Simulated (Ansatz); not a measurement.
Relaxation of C$_{2}$H$_{8}$BFSSi (14 atoms, charge 0, multiplicity 1), to a largest force component of 0.02 eV/Å in at most 50 steps.

The calculation used Ansatz 0.2.0, RHF/def2-SVP.

```xyz
14
Properties=species:S:1:pos:R:3
F -1.061 -0.866 1.893
B -0.254 -0.120 0.956
C 0.962 -0.872 0.301
Si 0.852 -1.019 -1.540
C -0.508 1.421 0.649
S -2.111 1.657 -0.166
H 1.098 -1.889 0.754
H 1.965 -0.297 0.529
H -0.456 -1.752 -1.783
H 0.704 0.309 -2.119
H 1.915 -1.755 -2.080
H -0.488 1.998 1.640
H 0.242 1.857 -0.003
H -2.874 1.298 0.999
```

Q: Where does it end, and by what steps?

A: It converged. After 12 steps the energy has fallen by 0.852 eV; H14 moved furthest, 0.60 Å.

| step | energy less start (eV) | largest force component (eV/Å) | accepted |
| --- | --- | --- | --- |
| 0 | 0.0000 | 2.552 | yes |
| 1 | -0.6292 | 2.373 | yes |
| 2 | -0.7474 | 1.791 | yes |
| 3 | -0.8122 | 0.516 | yes |
| 4 | -0.8354 | 0.147 | yes |
| 5 | -0.8442 | 0.097 | yes |
| 6 | -0.8480 | 0.087 | yes |
| 7 | -0.8500 | 0.091 | yes |
| 8 | -0.8512 | 0.067 | yes |
| 9 | -0.8516 | 0.065 | yes |
| 10 | -0.8520 | 0.042 | yes |
| 11 | -0.8521 | 0.020 | yes |
| 12 | -0.8522 | 0.006 | yes |

```xyz
14
Properties=species:S:1:pos:R:3
F -0.986 -0.777 1.755
B -0.153 -0.038 1.028
C 1.013 -0.760 0.269
Si 0.684 -1.133 -1.566
C -0.477 1.509 0.962
S -1.876 1.707 -0.218
H 1.228 -1.720 0.749
H 1.925 -0.155 0.293
H -0.596 -1.859 -1.738
H 0.647 0.119 -2.356
H 1.783 -1.983 -2.084
H -0.749 1.940 1.925
H 0.333 2.100 0.537
H -2.789 1.021 0.473
```

Run time: 49 s on 2 threads of Intel(R) Xeon(R) Platinum 8259CL CPU @ 2.50GHz (Skylake/Cascade Lake), with other jobs on the host, peak memory 0.33 GiB.
